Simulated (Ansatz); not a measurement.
Cost and result for the atomization energy of CH3AlF2Se (`C[Se][Al]([F])[F]`) (8 atoms, 7 bonds).

Charge 0, multiplicity 1. Correlated methods include outer-core shells of Se, which these sets cover unevenly. Scalar relativity is left out up to krypton. All single points use the PBE0-D4/def2-TZVP geometry. It is one conformer, not always the lowest. Program: Ansatz. All runs use 4 threads of an Arm Neoverse V1 on a shared host. Times are those of one run each, without the atoms' runs, and a repeat can differ threefold. Electronic energies, without spin–orbit coupling; frozen cores. CCSD(T)/CBS adds CCSD(T) − MP2 in def2-TZVPP to the MP2 limit, and its time is that of the two runs behind it. T1 = 0.011. With those shells the extrapolation isn't a true limit. B3LYP takes the VWN-RPA correlation (the form of Gaussian; ORCA's B3LYP/G). HSE06 is the plane-wave form, built on full-range PBE exchange.

CCSD(T)/CBS is a level of theory with its own doubt, some kJ/mol a heavy atom from the limit and from the frozen cores, so smaller differences don't rank the functionals.

```json
{"level": "LDA (SPW92)/def2-TZVPP", "functions": "225", "wall time": "1.1 s"}
{"level": "HSE06-D4/def2-TZVPP", "functions": "225", "wall time": "3.3 s"}
{"level": "CAM-B3LYP-D4/def2-TZVPP", "functions": "225", "wall time": "3.4 s"}
{"level": "B3LYP-D4/def2-TZVPP (with forces)", "functions": "225", "wall time": "4.2 s"}
{"level": "r2SCAN-D4/def2-TZVPP (with forces)", "functions": "225", "wall time": "4.7 s"}
{"level": "r2SCANh-D4/def2-TZVPP", "functions": "225", "wall time": "4.9 s"}
{"level": "PBE-QIDH/def2-TZVPP", "functions": "225", "wall time": "5.5 s"}
{"level": "CCSD(T)/def2-SVP", "functions": "107", "wall time": "6.5 s"}
{"level": "B97M-V/def2-TZVPP", "functions": "225", "wall time": "10 s"}
{"level": "ωB97M-V/def2-TZVPP (with forces)", "functions": "225", "wall time": "11 s"}
{"level": "MP2/def2-QZVPP", "functions": "420", "wall time": "18 s"}
{"level": "CCSD(T)/def2-TZVPP", "functions": "225", "wall time": "2.5 min"}
{"level": "CCSD(T)/CBS(def2)", "functions": "–", "wall time": "2.8 min"}
```

Q: What atomization energy does each give, and how far from CCSD(T)/CBS? (Estimate.)

A: The calculation gave: 
| level | atomization (kcal/mol) | difference from CCSD(T)/CBS | per bond |
| --- | --- | --- | --- |
| LDA (SPW92)/def2-TZVPP | 825.8 | 93.7 | 13.4 |
| HSE06-D4/def2-TZVPP | 721.0 | -11.1 | -1.6 |
| CAM-B3LYP-D4/def2-TZVPP | 725.5 | -6.6 | -0.9 |
| B3LYP-D4/def2-TZVPP (with forces) | 720.9 | -11.2 | -1.6 |
| r2SCAN-D4/def2-TZVPP (with forces) | 730.0 | -2.1 | -0.3 |
| r2SCANh-D4/def2-TZVPP | 723.8 | -8.3 | -1.2 |
| PBE-QIDH/def2-TZVPP | 720.7 | -11.4 | -1.6 |
| CCSD(T)/def2-SVP | 682.0 | -50.1 | -7.2 |
| B97M-V/def2-TZVPP | 726.3 | -5.8 | -0.8 |
| ωB97M-V/def2-TZVPP (with forces) | 724.2 | -7.9 | -1.1 |
| MP2/def2-QZVPP | 745.9 | 13.8 | 2.0 |
| CCSD(T)/def2-TZVPP | 710.4 | -21.7 | -3.1 |
| CCSD(T)/CBS(def2) | 732.1 | 0.0 | 0.0 |

The D4 term adds +6.7 kcal/mol with B3LYP and +3.5 kcal/mol with PBE0; it sums over pairs of atoms, weighted by their polarisabilities, and B3LYP, whose exchange is more repulsive, gets the larger term. At CCSD(T), def2-SVP lies −50.1 kcal/mol from the extrapolated value and def2-TZVPP −21.7 kcal/mol: correlation converges slowly with the basis, and small sets miss more of it in the bonded molecule than in its fragments. Leaving LDA and LC-ωPBE aside and taking each functional with its dispersion term where it has one, the values, not all of them listed here, spread over 37.3 kcal/mol, from BHLYP-D4 to PBE-D4. LDA lies +93.9 kcal/mol from PBE without D4, its usual overbinding.
